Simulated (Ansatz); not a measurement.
A CCSD(T) single point on `C[N](C)[Y]([NH2])[F]`.

```yaml
crystal:
  periodic: [false, false, false]
  atoms:
    - {symbol: C, position_ang: [0.285951, -2.062174, -0.167407]}
    - {symbol: N, position_ang: [0.000371, -0.651054, -0.136103]}
    - {symbol: C, position_ang: [-1.077157, -0.312840, -1.031862]}
    - {symbol: Y, position_ang: [0.963265, 0.860945, 1.035176]}
    - {symbol: N, position_ang: [0.266643, 2.883352, 0.835378]}
    - {symbol: F, position_ang: [2.469220, 0.387416, 2.287486]}
    - {symbol: H, position_ang: [1.105860, -2.312205, 0.514941]}
    - {symbol: H, position_ang: [0.581276, -2.405680, -1.172063]}
    - {symbol: H, position_ang: [-0.583681, -2.669843, 0.130938]}
    - {symbol: H, position_ang: [-1.291322, 0.763910, -1.004419]}
    - {symbol: H, position_ang: [-2.014590, -0.832581, -0.775904]}
    - {symbol: H, position_ang: [-0.848052, -0.567265, -2.079348]}
    - {symbol: H, position_ang: [0.622086, 3.696910, 1.323861]}
    - {symbol: H, position_ang: [-0.479859, 3.221108, 0.239335]}
basis:
  gaussian: {orbitals: def2-TZVPP}
correlation: {method: ccsd_t}
```

```sh
$ ansatz run in.yaml --threads 2 --pin off --events-out ev --progress --plain --max-ram 22528MiB --backend cuda --devices 0, --max-vram 18GiB
```

Log, shortened:

```
Functional definition: HF
1966 factors; integrals over basis functions are off by at most 1.1e-3 eV
mean field evaluation 1: about -8885.9391 eV, gradient 6.6e1 eV
mean field evaluation 2: about -8886.1339 eV, gradient 6.6e1 eV
mean field evaluation 4: about -8894.8373 eV, gradient 4.3e0 eV
mean field evaluation 8: about -8894.9420 eV, gradient 4.9e-1 eV
mean field evaluation 16: about -8894.9430 eV, gradient 2.3e-6 eV
mean field -8894.94301871 eV, -326.8831267285 hartree, gradient 2.3e-6 eV, S^2 0.000000; 0 other end points of the search recorded, 0 dependent functions left out
5 core orbitals not correlated: weight in the atoms' cores, before any rotation towards them, 1.000 or more for the frozen orbitals, at most 0.000 for the correlated occupied ones
reference -8894.94301871 eV, -326.8831267285 hartree; 22, 22 occupied and 296, 296 virtual orbitals, 1966 factors
second order -35.45257019 eV of doubles, -0.00000000 eV of singles
cycle   1  -35.42673403 eV  change    2.6e-2 eV  update   1.4e-1
cycle   2  -36.17369304 eV  change   -7.5e-1 eV  update   4.6e-2
cycle   3  -36.40086940 eV  change   -2.3e-1 eV  update   2.4e-2
cycle   4  -36.39296595 eV  change    7.9e-3 eV  update   7.1e-3
cycle   5  -36.38530144 eV  change    7.7e-3 eV  update   3.3e-3
cycle   6  -36.38682215 eV  change   -1.5e-3 eV  update   1.3e-3
cycle   7  -36.38670923 eV  change    1.1e-4 eV  update   4.3e-4
cycle   8  -36.38644252 eV  change    2.7e-4 eV  update   1.8e-4
cycle   9  -36.38648495 eV  change   -4.2e-5 eV  update   6.5e-5
cycle  10  -36.38654355 eV  change   -5.9e-5 eV  update   2.6e-5
cycle  11  -36.38650097 eV  change    4.3e-5 eV  update   1.1e-5
perturbative correction -1.36012941 eV, -0.0499838339 hartree
Total energy: -8932.68964908 eV, -328.2702898092 hartree
```

It took 12 s on 2 threads of an AMD EPYC 7R13 on a shared host and a share of an NVIDIA H100 80 GB, with 0.88 GiB of host memory at the peak.

Correlation energy per correlated electron: -0.858 eV. T1 diagnostic: 0.0132.
